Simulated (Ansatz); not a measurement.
Cd12H32Se12. Charge 0, multiplicity 1. Geometry PBE-D4/def2-SVP, basis def2-SVP, Ansatz.

```xyz
56

Cd   -3.3408   -0.5088    2.6206
Cd   -4.7207   -3.1147   -1.6371
Cd   -2.2914    0.1884   -4.9164
Cd   -0.7136    2.4503    4.9851
Cd   -0.0183    5.1482   -0.5646
Cd   -2.3479    1.4967   -1.6808
Cd   -0.0983   -0.6836    0.8646
Cd    0.4745   -1.4296   -3.2613
Cd    2.6573    1.5914   -1.0034
Cd    2.5477   -0.4072    3.4103
Cd    3.5139    0.3090   -4.1389
Cd    5.0865   -2.9518   -0.3035
Se   -3.5018   -0.4960   -0.1552
Se   -2.3797    2.0585    2.8991
Se   -0.4163   -1.3563    3.2782
Se   -2.4691    3.9004   -0.6283
Se   -2.0262   -2.2217   -3.4296
Se    0.6569    0.7282   -4.9342
Se   -0.4343    5.2956    2.5186
Se    1.4579    2.1224    3.4171
Se    2.4052    3.9920    0.0330
Se    0.1678    0.4791   -1.2910
Se    2.9607   -2.1221   -2.7651
Se    3.4347   -0.3748    0.7743
H    -4.3309   -1.4226    3.6540
H    -2.8671   -3.9781    2.2984
H    -3.9262   -4.2328   -0.6391
H    -5.6845   -2.1453   -2.6357
H    -2.8648    0.1705   -6.5192
H    -2.7011    1.2984   -3.4482
H    -0.9399    2.8371    6.6160
H     0.0539    6.6996   -1.2950
H    -1.4166   -3.0740    0.2244
H     1.3972   -3.0300    0.5947
H     3.2662   -1.2943    4.6673
H     2.2694   -3.8904    2.9922
H     4.4895    0.3154   -5.5338
H     3.4687    1.4145   -2.6151
H     6.2642   -1.9561   -1.0017
H     4.0769   -4.0931    0.4420
H    -4.8105    0.1923   -0.0117
H    -3.1315   -4.0544    1.5781
H    -3.6040    2.4837    3.6249
H    -0.3503   -2.8098    2.9632
H    -2.4137    3.3072    0.7467
H    -1.8616   -3.1078   -4.6108
H    -1.2946   -2.8857   -0.5141
H     0.8408   -0.0383   -6.1931
H    -1.5194    6.3124    2.4651
H     0.5831    6.3585    2.7414
H     2.4314    2.5857    4.4390
H     2.0082    3.3891    1.3462
H     1.4618   -2.8342   -0.1491
H     3.1431   -3.0048   -3.9463
H     2.7186   -3.9547    2.3688
H     4.6389    0.3482    1.2587
```

| run | HOMO (eV) | LUMO (eV) |
| --- | --- | --- |
| A | -6.01 | -3.40 |
| B | -6.36 | -3.42 |
| C | -6.29 | -3.33 |
| D | -7.06 | -2.72 |

In the def2 sets Cd takes a core potential; there is no spin–orbit coupling. Single mean-field runs in def2-SVP are fitted with def2-universal-jkfit. In the singlet geometry the species has come apart into loosely held pieces. In the singlet, H26 and H42 lie 0.77 Å apart, H36 and H55 lie 0.77 Å apart, H33 and H47 lie 0.77 Å apart (atoms count from 1), so H2 has formed as a molecule.

Problem. The runs used B97M-V, PBE, PBE0, r2SCAN. Estimate which is which.

Solution. A PBE (0 % exact exchange); B B97M-V (0 % exact exchange); C r2SCAN (0 % exact exchange); D PBE0 (25 % exact exchange). Exact exchange lowers occupied and raises empty levels; among semilocal functionals meta-GGAs tend to open the gap a little, and such runs are hard to tell apart. The gap grows from 2.61 eV (PBE) to 4.35 eV (PBE0).
